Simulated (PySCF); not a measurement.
MCs for M along the chalcogens

r²SCAN with double-zeta basis sets in PySCF, for the lowest determinant that a PBE0 search found; no spin–orbit coupling. De refers to high-spin ground-configuration atoms. A positive dipole means M(−)Cs(+).

| M | basis | state (unpaired electrons) | Re (Å) | ωe (cm⁻¹) | De (eV) | μ (D) |
| --- | --- | --- | --- | --- | --- | --- |
| O | def2-SVP | doublet (π ↑) | 2.576 | 340 | 2.76 | 8.06 |
| S | def2-SVPD | doublet (π ↑) | 3.165 | 188 | 2.86 | 11.29 |
| Se | def2-SVP | doublet (π ↑) | 3.276 | 135 | 2.59 | 10.74 |
| Te | def2-SVP | doublet (π ↑) | 3.520 | 106 | 2.33 | 11.67 |

The shortest bond is that of CsO (2.576 Å), the longest that of CsTe (3.520 Å).

The rows differ in basis set, which adds steps of its own.

Down a group the atoms grow and get heavier, so bonds lengthen and wavenumbers fall; this series shows no clear exception.

Spin–orbit coupling is left out, which matters for elements this heavy, above all for dissociation energies. States were picked by a PBE0 search and need not be the measured ground states.
